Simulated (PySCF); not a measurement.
**Interval between two levels of Mn by level of theory**

Mn [Ar] 3d5 4s2 [6S5/2, M_J = 5/2] → Mn [Ar] 3d7 [4F9/2, M_J = 9/2], as a difference of total energies. Computed with PySCF 2.14 in x2c-SVPall-2c with one added diffuse shell each of s, d type (6s5p4d1f, 48 functions), with the two-component X2C-1e Hamiltonian. Correlated levels: [Ne] frozen; the 6 highest virtual spinors dropped. "Screened" scales the spin-orbit matrix elements by Boettger's factors to mimic the two-electron term; Breit and QED terms are absent.

```json
{"method": "GHF (screened spin-orbit)", "interval between two levels (cm⁻¹)": "71700"}
{"method": "GMP2 (screened spin-orbit)", "interval between two levels (cm⁻¹)": "49838"}
```

The labels give the starting determinants; with spin-orbit coupling the two ends relaxed to ⟨J²⟩ = 8.77, ⟨L²⟩ = 0.00, ⟨S²⟩ = 8.77 and ⟨J²⟩ = 25.35, ⟨L²⟩ = 12.01, ⟨S²⟩ = 4.32.

The determinant of the upper state mixes levels of different J (the jj label is only the starting occupation), so the difference between spin-free and spin-orbit rows is not the physical spin-orbit shift.
